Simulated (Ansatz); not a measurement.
Ansatz results at the PBE0-D4/def2-TZVP geometry: HOMO energy (ωB97M-V/def2-TZVPP) -7.98 eV; size of the dipole moment (B3LYP/def2-TZVPP) 1.45 D; size of the dipole moment (PBE/def2-TZVPP) 1.42 D.

Each molecule was computed in one conformer, which needn't be the lowest.

Problem. Which molecule gave them?
A. `[SiH3]C[SiH]1[AlH][SiH2]1`
B. `[BH]1[AlH][O][GeH2]1`
C. `S[SiH2]BCl`
D. `B1NB[SiH2]1`

Solution. A. The others give `B1NB[SiH2]1`: -9.11, 1.75, 1.85; `S[SiH2]BCl`: -9.45, 0.77, 0.66; `[BH]1[AlH][O][GeH2]1`: -8.88, 1.84, 1.58.

B3LYP here is the variant with VWN-RPA as its local correlation; programs differ in this.
